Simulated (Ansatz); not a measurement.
Geometry optimisation, RKS revPBE-D4/def2-SVP (Ansatz 0.2.0).

input.yaml

```yaml
crystal:
  periodic: [false, false, false]
  atoms:
    - { symbol: Sn, position_ang: [-0.31291, -0.178948, -0.21492] }
    - { symbol: O, position_ang: [-0.416382, -0.555184, 1.732314] }
    - { symbol: H, position_ang: [-1.338872, -0.725744, 1.998717] }
    - { symbol: H, position_ang: [1.348472, -0.02788, -0.596505] }
    - { symbol: Cl, position_ang: [-1.5606, 1.790913, -0.690748] }
    - { symbol: H, position_ang: [-1.175529, -1.439036, -1.021439] }
    - { symbol: O, position_ang: [1.250303, 1.816931, 1.669825] }
    - { symbol: Al, position_ang: [2.765699, 2.508209, 2.140324] }
    - { symbol: H, position_ang: [3.363737, 2.216121, 3.594673] }
    - { symbol: H, position_ang: [3.467565, 3.407104, 1.029241] }
    - { symbol: H, position_ang: [0.730016, 1.243413, 2.285819] }
basis:
  gaussian: { orbitals: def2-SVP }
hamiltonian:
  xc: revpbe
  dispersion: d4
relax:
  f_tol: 0.03
  max_steps: 50
```

Launched with:

```bash
$ ansatz run input.yaml --threads 4 --pin off --max-ram 5120MiB --backend cpu --events-out ev --progress --plain --runs-dir out
```

Q: Where does it end, and by what steps?

A: The run converged. After 42 steps the energy has fallen by 0.979 eV; H9 moved furthest, 2.87 Å. Joined: Sn1–O7 (3.16 → 2.13 Å), Cl5–Al8 (5.22 → 2.27 Å).

```
step  energy less start (eV)  largest force component (eV/Å)  accepted
   0                  0.0000                           0.808       yes
   2                 -0.0781                           0.307       yes
   4                 -0.0864                           0.098       yes
   6                 -0.0945                           0.096       yes
   8                 -0.1023                           0.180       yes
  10                 -0.1107                           0.350       yes
  12                 -0.1131                           0.551        no
  14                 -0.1456                           0.033       yes
  16                 -0.1887                           0.170       yes
  18                 -0.3227                           0.210       yes
  20                 -0.6056                           0.365       yes
  22                 -0.7474                           0.455       yes
  24                 -0.8004                           0.263       yes
  26                 -0.8270                           0.127       yes
  28                 -0.8665                           0.361       yes
  30                 -0.9145                           0.442       yes
  32                 -0.9513                           0.260       yes
  34                 -0.9607                           0.186       yes
  36                 -0.9729                           0.097       yes
  38                 -0.9755                           0.233       yes
  40                 -0.9777                           0.064       yes
  42                 -0.9788                           0.012       yes
```

```xyz
11
Properties=species:S:1:pos:R:3
Sn -0.051 0.042 0.282
O 0.033 -1.669 1.369
H -0.688 -1.707 2.026
H 0.865 -0.406 -1.088
Cl 0.617 2.754 -0.455
H -1.652 0.655 0.364
O 1.170 0.965 1.767
Al 1.800 2.736 1.484
H 1.135 3.708 2.566
H 3.378 2.683 1.223
H 1.514 0.295 2.389
```

Whether the end is a true minimum wasn't checked by a vibrational analysis.

The run took 64 s on 4 threads of Arm Neoverse V2, with other jobs on the host, peak memory 0.18 GiB.
